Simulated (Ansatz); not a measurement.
silanone (H2OSi), singlet, at a GFN2-xTB geometry; Ansatz (a first-principles code) with WB97X-V/def2-SVP.

Ansatz was given this input:
Ansatz 0.2 input:
```yaml
crystal:
  periodic: [false, false, false]
  atoms:
    - {symbol: Si, position_ang: [0.06685327, -0.42675674, 0.00274181]}
    - {symbol: O, position_ang: [-0.16591088, 1.05908930, -0.00680439]}
    - {symbol: H, position_ang: [-0.98465592, -1.43401683, -0.00031696]}
    - {symbol: H, position_ang: [1.37599714, -1.06410322, 0.01636676]}
basis:
  gaussian:
    orbitals: def2-SVP
hamiltonian:
  xc: {name: wB97X-V}
```

Problem. Predict the main parts of the log of this Ansatz run.

Solution. 
```
Functional definition: wB97X-V
397 factors; integrals over basis functions are off by at most 9.9e-4 eV
134 factors; integrals over basis functions are off by at most 9.6e-6 eV
mean field evaluation 1: about -9944.0198 eV, gradient 5.5e1 eV
mean field evaluation 2: about -9930.9094 eV, gradient 9.8e1 eV
mean field evaluation 4: about -9950.1480 eV, gradient 6.9e-1 eV
mean field evaluation 8: about -9950.1512 eV, gradient 4.3e-2 eV
mean field evaluation 16: about -9950.1512 eV, gradient 3.1e-5 eV
mean field -9950.15121353 eV, -365.6613126424 hartree, gradient 3.1e-5 eV, S^2 0.000000; 0 other end points of the search recorded, 0 dependent functions left out
reference -9950.15121233 eV, -365.6613125985 hartree; 12, 12 occupied and 30, 30 virtual orbitals, 397 factors
Total energy: -9950.15121233 eV, -365.6613125985 hartree
```
